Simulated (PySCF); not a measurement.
SiF₄ + O₂ → SiO₂ + 2 F₂

Level: PBE in the def2-TZVP basis family, all electrons, no relativity, computed in PySCF with density fitting; open shells unrestricted.

| species | state and structure | ZPE (kJ/mol) | H(298 K) − H(0) (kJ/mol) | S° (J/(mol K)) |
| --- | --- | --- | --- | --- |
| SiF₄ | singlet, Td, Si–F 1.580 Å (×4) | 32.0 | 15.7 | 285.1 |
| O₂ | triplet, D∞h, O–O 1.219 Å | 9.3 | 8.7 | 205.2 |
| SiO₂ | singlet, D∞h, Si–O 1.527 Å (×2) | 17.3 | 11.2 | 232.8 |
| F₂ | singlet, D∞h, F–F 1.413 Å | 6.0 | 8.8 | 202.5 |

(1) Is the gas-phase reaction uphill or downhill in electronic energy at this level, and by how much?

(2) Add zero-point, thermal and entropy terms for 298.15 K and 1 bar.

## Answers

(1) At PBE/def2-TZVP, ΔE = 1252.5 kJ/mol, uphill. 

(2) ΔZPE = -12.0 and Δ[H(298) − H(0)] = 4.4 kJ/mol give ΔH° = 1244.9 kJ/mol. ΔS° = 147.5 J/(mol K), so ΔG° = 1244.9 − 298.15 × (0.1475) = 1201 kJ/mol.

Each species is the lowest minimum found with this bonding; other isomers or fragments can lie lower.
